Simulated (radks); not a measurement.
The numbers below are computed, except where a source is named.
All-electron atom: Mn+ in [Ar] 3d4.5 4s1.5 (fractional occupations, a model configuration).

Level of theory: Dirac Kohn-Sham, PBEsol, spin-unpolarised, spherical densities, finite nucleus; open shells are shared between the two j in proportion to 2j + 1; Fermi nuclear charge, rms radius 3.7057 fm (a radial shooting solver on a logarithmic mesh with Libxc functionals).

Energy parts (hartree):
part                       energy
total                 -1156.80011
kinetic                1171.51057
electron-nucleus      -2755.40881
Hartree                 477.57800
exchange-correlation    -50.47988

Orbitals (lengths in bohr, moments of r in powers of bohr):
orbital  occ.  eigenvalue (hartree)      <r>
1s1/2       2             -236.3969  0.06094
2s1/2       2             -27.72902   0.2795
2p1/2       2             -23.81903   0.2452
2p3/2       4             -23.43643   0.2482
3s1/2       2              -3.56039   0.8494
3p1/2       2              -2.44376   0.8934
3p3/2       4              -2.39650   0.9023
3d3/2     1.8              -0.64473    1.134
3d5/2     2.7              -0.64004    1.139
4s1/2     1.5              -0.46773    2.722

The highest occupied level is 4s1/2 at -12.727 eV. Summed over all electrons, <r^2> = 28.29 bohr^2, which gives a Langevin (diamagnetic) susceptibility term of -22.4 x 10^-6 cm^3/mol. The electron density at the nucleus is 1.314e+04 e/bohr^3.
